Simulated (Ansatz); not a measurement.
Coupled-cluster run, C$_{3}$H$_{5}$ClSn (`C#[C][SnH]([CH3])[Cl]`).

```yaml
crystal:
  periodic: [false, false, false]
  atoms:
    - {symbol: C, position_ang: [2.546495, 0.032910, 1.304054]}
    - {symbol: C, position_ang: [1.631641, -0.149472, 0.539219]}
    - {symbol: Sn, position_ang: [0.039733, -0.418576, -0.767922]}
    - {symbol: C, position_ang: [-1.667673, 0.642584, -0.093348]}
    - {symbol: Cl, position_ang: [-0.496069, -2.688985, -0.672634]}
    - {symbol: H, position_ang: [3.357035, 0.184877, 1.980093]}
    - {symbol: H, position_ang: [0.545617, -0.116720, -2.362965]}
    - {symbol: H, position_ang: [-2.508040, 0.442457, -0.756706]}
    - {symbol: H, position_ang: [-1.910288, 0.308026, 0.914426]}
    - {symbol: H, position_ang: [-1.455351, 1.711800, -0.081216]}
basis:
  gaussian: {orbitals: def2-TZVPP}
correlation: {method: ccsd_t}
output: {orbitals: {seedname: orbitals}}
```

```sh
$ ansatz run in.yaml --threads 4 --pin off --events-out ev --progress --plain
```

Output of Ansatz, abridged:

```
Functional definition: HF
1667 factors; integrals over basis functions are off by at most 1.1e-3 eV
mean field evaluation 1: about -21476.9751 eV, gradient 3.7e1 eV
mean field evaluation 2: about -21477.2566 eV, gradient 3.7e1 eV
mean field evaluation 4: about -21480.8444 eV, gradient 3.4e0 eV
mean field evaluation 8: about -21480.8907 eV, gradient 2.1e-1 eV
mean field -21480.89090246 eV, -789.4081803946 hartree, gradient 2.6e-6 eV, S^2 0.000000; 0 other end points of the search recorded, 0 dependent functions left out
12 core orbitals not correlated: weight in the atoms' cores, before any rotation towards them, 1.000 or more for the frozen orbitals, at most 0.000 for the correlated occupied ones
reference -21480.89090246 eV, -789.4081803946 hartree; 19, 19 occupied and 224, 224 virtual orbitals, 1667 factors
second order -26.96364059 eV of doubles, -0.00000000 eV of singles
cycle   1  -27.02702145 eV  change   -6.3e-2 eV  update   1.2e-1
cycle   2  -27.73541667 eV  change   -7.1e-1 eV  update   3.4e-2
cycle   3  -27.86298714 eV  change   -1.3e-1 eV  update   1.6e-2
cycle   4  -27.85620487 eV  change    6.8e-3 eV  update   4.3e-3
cycle   5  -27.85763129 eV  change   -1.4e-3 eV  update   1.7e-3
cycle   6  -27.85855066 eV  change   -9.2e-4 eV  update   4.8e-4
cycle   7  -27.85863796 eV  change   -8.7e-5 eV  update   1.6e-4
cycle   8  -27.85870895 eV  change   -7.1e-5 eV  update   4.8e-5
cycle   9  -27.85873860 eV  change   -3.0e-5 eV  update   1.7e-5
perturbative correction -1.18345677 eV, -0.0434912339 hartree
Total energy: -21509.93309783 eV, -790.4754613888 hartree
```

Hardware: 4 threads of a server CPU on a shared host. Wall time 2.2 min, peak host memory 6.2 GiB.

Correlation energy per correlated electron: -0.764 eV. T1 diagnostic: 0.0119.
